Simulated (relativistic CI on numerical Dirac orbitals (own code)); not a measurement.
## Ligand-field terms of d4

Computed with a parametric ligand-field model of a d^n configuration (Racah B and C, spin-orbit zeta, crystal field), exact diagonalisation.

Field parameters in Wybourne normalisation: Oh B⁴₀ = 21Dq, B⁴₄ = √(5/14) B⁴₀. The field is a parameter set, without covalency.

B = 480 cm⁻¹, C = 1800 cm⁻¹ (C/B = 3.75), Oh, no spin-orbit coupling. Tanabe-Sugano data, E/B above the lowest term (Δ = |10Dq|; b, c mark the second and third term of a kind):

```csv
Δ/B,5E,5T2,3T1,3E,3T2,1T2,1E,1A1
1.0,0.00,1.00,18.88,19.18,19.77,28.37,28.29,29.33
5.0,0.00,5.00,16.45,19.59,21.15,26.15,26.53,29.56
9.0,0.00,9.00,13.11,19.77,21.54,23.11,24.02,28.47
13.0,0.00,13.00,9.52,19.88,21.73,19.79,21.02,26.87
17.0,0.00,17.00,5.81,19.95,21.84,16.32,17.73,24.90
21.0,0.00,21.00,2.03,19.99,21.92,12.76,14.24,22.65
25.0,1.79,26.79,0.00,21.82,23.77,10.91,12.42,21.93
29.0,5.65,34.65,0.00,25.70,27.67,11.07,12.58,23.05
33.0,9.53,42.53,0.00,29.60,31.59,11.22,12.70,24.02
37.0,13.43,50.43,0.00,33.52,35.52,11.34,12.80,24.85
41.0,17.35,58.35,0.00,37.44,39.46,11.46,12.87,25.57
45.0,21.27,66.27,0.00,41.38,43.40,11.57,12.94,26.19
```

The ground term changes from 5E to 3T1 between Δ/B = 21.0 and 25.0.
